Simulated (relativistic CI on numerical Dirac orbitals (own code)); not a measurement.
Slater and spin-orbit integrals, Br9+

Method of calculation: Dirac-Coulomb-Breit CI, KLI orbitals optimised for each configuration, QED by a radiative potential, unscaled Slater integrals (own radial code, finite nucleus).

Slater integrals F^k, G^k are unscaled and averaged over j, outside the closed core [Ne]; ζ comes from projecting the Hamiltonian with its Breit term on Σ l·s of the shell.

- 3s²3p⁶3d⁸: F^2(3d,3d) = 181850, F^4(3d,3d) = 115340, ζ(3d) = 3598.4 cm⁻¹; <r>(3d) = 0.5385, <r^2>(3d) = 0.3485 (bohr units).
- 3s²3p⁵3d⁹: ζ(3p) = 38607, F^2(3p,3d) = 177030, G^1(3p,3d) = 210600, G^3(3p,3d) = 132550, ζ(3d) = 3525.4 cm⁻¹; <r>(3p) = 0.5446, <r^2>(3p) = 0.3448, <r>(3d) = 0.5397, <r^2>(3d) = 0.3501 (bohr units).
- 3s²3p⁴3d¹⁰: F^2(3p,3p) = 182960, ζ(3p) = 38689 cm⁻¹; <r>(3p) = 0.545, <r^2>(3p) = 0.3454 (bohr units).

Problem. Give the Racah parameters of the d shell in 3s²3p⁶3d⁸.

Solution. B = F²/49 − 5F⁴/441 = 2404 cm⁻¹ and C = 35F⁴/441 = 9154 cm⁻¹.

Averages of the first 10 configurations, taken without configuration mixing, which lowers the lowest level and can move excited configurations by several eV; other configurations of the list can lie among them:

```json
{"Configuration": "3s²3p⁶3d⁸", "Parity": "even", "States": "45", "Average energy above the lowest level (eV)": "3.6"}
{"Configuration": "3s²3p⁵3d⁹", "Parity": "odd", "States": "60", "Average energy above the lowest level (eV)": "121.6"}
{"Configuration": "3s²3p⁴3d¹⁰", "Parity": "even", "States": "15", "Average energy above the lowest level (eV)": "241.9"}
{"Configuration": "3s²3p⁶3d⁷4s", "Parity": "even", "States": "240", "Average energy above the lowest level (eV)": "102.3"}
{"Configuration": "3s3p⁶3d⁹", "Parity": "even", "States": "20", "Average energy above the lowest level (eV)": "193.9"}
{"Configuration": "3s²3p⁶3d⁷4p", "Parity": "odd", "States": "720", "Average energy above the lowest level (eV)": "122.3"}
{"Configuration": "3s²3p⁶3d⁶4s²", "Parity": "even", "States": "210", "Average energy above the lowest level (eV)": "213.2"}
{"Configuration": "3s²3p⁶3d⁷4d", "Parity": "even", "States": "1200", "Average energy above the lowest level (eV)": "153.0"}
{"Configuration": "3p⁶3d¹⁰", "Parity": "even", "States": "1", "Average energy above the lowest level (eV)": "387.5"}
{"Configuration": "3s²3p⁶3d⁶4s4p", "Parity": "odd", "States": "2520", "Average energy above the lowest level (eV)": "231.4"}
```
